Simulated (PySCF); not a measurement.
GeH5, SMILES [GeH5-], charge -1.

Coordinates come from a B3LYP-D3(BJ)/def2-TZVPD optimisation.

The numbers are results of PySCF with PBE0/def2-TZVPD, not measurements.

Symmetry labels are those of the subgroup C2v that the program uses (full group D3h).

**Question.** List the valence orbital energies around the gap with their symmetry. (The exact figures need the calculation; the answer reports its results.)

**Answer.** 
| orbital | symmetry | energy (eV) |
|---|---|---|
| HOMO−7 | A1 | -27.50 |
| HOMO−6 | B2 | -27.42 |
| HOMO−5 | A2 | -27.42 |
| HOMO−4 | A1 | -9.59 |
| HOMO−3 | B1 | -4.01 |
| HOMO−2 | A1 | -4.01 |
| HOMO−1 | B2 | -3.35 |
| HOMO | A1 | 0.20 |
| LUMO | A1 | 4.27 |
| LUMO+1 | B1 | 5.76 |
| LUMO+2 | A1 | 5.76 |
| LUMO+3 | A2 | 6.63 |
